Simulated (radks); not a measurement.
Species: Tl IV. Configuration: [Xe] 4f14 5d9 6s1 (not the ground configuration).

Method: scalar-relativistic Kohn-Sham, r2SCAN, spin-polarised, spherical densities, finite nucleus; open shells are filled with parallel spins first (spin-orbit coupling, left out, can overturn this in heavy ions); meta-GGA in the generalised Kohn-Sham scheme; Fermi nuclear charge, rms radius 5.4759 fm; computed with a radial shooting solver on a logarithmic mesh with Libxc functionals.

Energy parts (eV):
part                       energy
total                  -550775.78
kinetic                 620014.42
electron-nucleus      -1370673.70
Hartree                 210165.46
exchange-correlation    -10281.95

Orbitals (lengths in bohr, moments of r in powers of bohr):
[
 {"orbital": "1s up", "occ.": "1", "eigenvalue (eV)": "-85721.11", "<r^2>": "0.0003690"},
 {"orbital": "1s down", "occ.": "1", "eigenvalue (eV)": "-85721.08", "<r^2>": "0.0003690"},
 {"orbital": "2s up", "occ.": "1", "eigenvalue (eV)": "-15320.70", "<r^2>": "0.005605"},
 {"orbital": "2s down", "occ.": "1", "eigenvalue (eV)": "-15320.55", "<r^2>": "0.005605"},
 {"orbital": "2p up", "occ.": "3", "eigenvalue (eV)": "-13182.38", "<r^2>": "0.004756"},
 {"orbital": "2p down", "occ.": "3", "eigenvalue (eV)": "-13182.25", "<r^2>": "0.004756"},
 {"orbital": "3s up", "occ.": "1", "eigenvalue (eV)": "-3694.511", "<r^2>": "0.03602"},
 {"orbital": "3s down", "occ.": "1", "eigenvalue (eV)": "-3694.469", "<r^2>": "0.03602"},
 {"orbital": "3p up", "occ.": "3", "eigenvalue (eV)": "-3076.380", "<r^2>": "0.03724"},
 {"orbital": "3p down", "occ.": "3", "eigenvalue (eV)": "-3076.327", "<r^2>": "0.03724"},
 {"orbital": "3d up", "occ.": "5", "eigenvalue (eV)": "-2433.881", "<r^2>": "0.03090"},
 {"orbital": "3d down", "occ.": "5", "eigenvalue (eV)": "-2433.775", "<r^2>": "0.03090"},
 {"orbital": "4s up", "occ.": "1", "eigenvalue (eV)": "-857.9491", "<r^2>": "0.1729"},
 {"orbital": "4s down", "occ.": "1", "eigenvalue (eV)": "-857.7860", "<r^2>": "0.1729"},
 {"orbital": "4p up", "occ.": "3", "eigenvalue (eV)": "-654.4474", "<r^2>": "0.1977"},
 {"orbital": "4p down", "occ.": "3", "eigenvalue (eV)": "-654.2971", "<r^2>": "0.1977"},
 {"orbital": "4d up", "occ.": "5", "eigenvalue (eV)": "-414.4666", "<r^2>": "0.2231"},
 {"orbital": "4d down", "occ.": "5", "eigenvalue (eV)": "-414.2877", "<r^2>": "0.2230"},
 {"orbital": "4f up", "occ.": "7", "eigenvalue (eV)": "-149.4140", "<r^2>": "0.2628"},
 {"orbital": "4f down", "occ.": "7", "eigenvalue (eV)": "-149.1897", "<r^2>": "0.2622"},
 {"orbital": "5s up", "occ.": "1", "eigenvalue (eV)": "-167.5677", "<r^2>": "0.8657"},
 {"orbital": "5s down", "occ.": "1", "eigenvalue (eV)": "-166.7477", "<r^2>": "0.8628"},
 {"orbital": "5p up", "occ.": "3", "eigenvalue (eV)": "-111.9240", "<r^2>": "1.138"},
 {"orbital": "5p down", "occ.": "3", "eigenvalue (eV)": "-110.9290", "<r^2>": "1.130"},
 {"orbital": "5d up", "occ.": "5", "eigenvalue (eV)": "-48.6555", "<r^2>": "2.003"},
 {"orbital": "5d down", "occ.": "4", "eigenvalue (eV)": "-47.2134", "<r^2>": "1.963"},
 {"orbital": "6s up", "occ.": "1", "eigenvalue (eV)": "-37.5144", "<r^2>": "5.004"},
 {"orbital": "6s down", "occ.": "0", "eigenvalue (eV)": "-35.0303", "<r^2>": "5.122"}
]

The highest occupied level is 6s up at -37.514 eV. The spin density at the nucleus is 308.9 e/bohr^3 (1s 1.4, 2s -1.0, 3s 0.8, 4s 2.8, 5s -7.4, 6s 312.3). Summed over all electrons, <r^2> = 39.48 bohr^2, which gives a Langevin (diamagnetic) susceptibility term of -31.3 x 10^-6 cm^3/mol. The electron density at the nucleus is 2.719e+06 e/bohr^3 (large components only). The density falls to 0.001 e/bohr^3 at r = 3.41 bohr. Spin moment in Bohr magnetons: 2.
